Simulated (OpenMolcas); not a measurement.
Nb3+ with its 6 nearest chloride ions at 2.529 Å, on the Y site of Cs2NaYCl6 (a = 10.7396 Å, distance in the model lattice 2.619 Å). The rest of the host is ab initio model potentials to 7.6 Å, with orthogonalisation functions on the cations behind the ligands, and point charges beyond; the distance is set by hand and nothing relaxes. Ligand basis ANO-RCC-VDZP.

```json
{
  "Program": "OpenMolcas 26.06",
  "Method": "CASSCF",
  "Basis": "ANO-RCC-VDZP [6s5p3d1f]",
  "Scalar Hamiltonian": "DKH2, point nucleus",
  "Active space": "2 electrons in 5 orbitals (4d)",
  "State averaging": "2S+1 = 3 even, 10 roots; 2S+1 = 1 even, 15 roots",
  "Spin-orbit coupling": "RASSI with atomic mean-field integrals over the reference wave functions"
}
```

Task: What is the spin-free ground state (labels of O, the rotations of Oh)?

Result: 3T1, 3-fold in its orbital part; it has the highest spin that d2 allows.

Task: Where is the first state of the same spin?

Result: 3T2 at 17500 cm-1 above the ground state.

Task: What are the lowest two levels with spin-orbit coupling?

Result: A 2-fold level, then a 3-fold level 24.9 cm-1 above it. Their leading multiplicities are 3 (100 %) and 3 (100 %).

Task: What is χT at 300 K, and how does it compare with the textbook value?

Result: The lowest level has 2S+1 = 3, for which the spin-only value is χT = S(S+1) / 2 = 1.000 cm3 K/mol (g = 2). The computed 0.470 at 300 K differs by -0.530, through orbital momentum, spin-orbit coupling and any other state in reach. With a threefold ground state the orbital momentum is unquenched, so the spin-only value is not expected to hold.

Task: Which ligand-field parameters describe the states?

Result: A least-squares ligand-field fit to the states below 45000 cm-1, each weighted by its degeneracy and with a free common offset, gives 10Dq = 18474 cm-1, B = 620 cm-1 and C = 2432 cm-1 (C/B = 3.92), with an rms deviation of 197 cm-1. The same method and metal basis give the free ion B = 760 cm-1 (fit to its terms below 60000 cm-1, rms deviation 30 cm-1), so the nephelauxetic ratio is β = 620 / 760 = 0.82; it hangs on how both fits weigh the states, and computed free-ion B values tend to be too large, so β mixes covalency with correlation.

An orbital triplet at a regular site is open to Jahn-Teller coupling, which can distort the site and quench the lowest spin-orbit gaps and is left out. Without dynamic correlation the repulsion within the d shell is too large (B by tens of per cent), so at a given field states of lower spin stand too high. The least metal-like active orbital is 79 % on the metal (Löwdin) and no ligand orbital is active, so the numbers are rough. With metal d orbitals alone the field can be off either way by tens of per cent. Ligand-to-metal charge-transfer states are missing. With no ligand orbital active B as a rule stays too high, so bands that hang on it stand too high and its fall with covalency is understated. No measured value stands beside these numbers; the geometry was set by hand and not optimised.
